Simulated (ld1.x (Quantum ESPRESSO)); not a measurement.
## Plane-wave convergence, PAW potential for scandium

| Item | Value |
| --- | --- |
| Element | scandium (Sc) |
| Generator | ld1.x (Quantum ESPRESSO) 7.5 |
| Type | PAW |
| Functional | PBE |
| Relativity | scalar-relativistic |
| Frozen core | [Ar] |
| Valence charge | 3 |
| Reference configuration | 3d1 4s0.5 4p0 (charge +1.5) |
| Partial waves | 4s (bound): rcut 2.70, rcutus 3.25 bohr; 4s channel at 3.6 Ry: rcut 2.70, rcutus 3.25 bohr; 4p (bound, empty): rcut 3.20, rcutus 3.75 bohr; 4p channel at 0.55 Ry: rcut 3.20, rcutus 3.75 bohr; 3d (bound): rcut 2.45, rcutus 2.65 bohr; 3d channel at -0.5 Ry: rcut 2.45, rcutus 2.65 bohr |
| Local potential | all-electron potential smoothed inside 2.30 bohr (lloc = -1) |
| Core correction | Bessel-smoothed model core, default radius (core density twice the valence density) |
| Augmentation charge | PSQ, inside the norm-conserving radii |

The pseudo-atom Hamiltonian at the reference potential is diagonalised in spherical Bessel functions j_l(qr) that vanish at 20 bohr, with q² up to the cutoff. All-electron valence levels (Ry): 4s -0.9362, 4p -0.6613, 3d -1.0141.

Q: How do the lowest levels (Ry) of each channel move with the cutoff, and are there ghosts?

A:

| cutoff (Ry) | s #1 | p #1 | p #2 | d #1 | d #2 | f #1 | Σ f·Δε (mRy) |
| --- | --- | --- | --- | --- | --- | --- | --- |
| 8 | -0.9362 | -0.6613 | -0.2628 | -0.9921 | -0.3071 | -0.1756 | 22.0 |
| 10 | -0.9362 | -0.6613 | -0.2628 | -1.0070 | -0.3122 | -0.1757 | 7.1 |
| 12 | -0.9362 | -0.6613 | -0.2629 | -1.0123 | -0.3165 | -0.1757 | 1.8 |
| 15 | -0.9362 | -0.6613 | -0.2629 | -1.0137 | -0.3208 | -0.1757 | 0.4 |
| 18 | -0.9362 | -0.6613 | -0.2629 | -1.0139 | -0.3264 | -0.1757 | 0.2 |
| 21 | -0.9362 | -0.6613 | -0.2629 | -1.0140 | -0.3279 | -0.1757 | 0.1 |
| 400 | -0.9362 | -0.6613 | -0.2629 | -1.0141 | -0.3282 | -0.1757 | 0.0 |

Result: no extra level below or beside the all-electron valence levels (s, p, d, f tested); 10 mRy is reached at 10 Ry and 1 mRy at 15 Ry.

Test run stopped at test 5 of 7 (negative rho), 1 before it not solved.
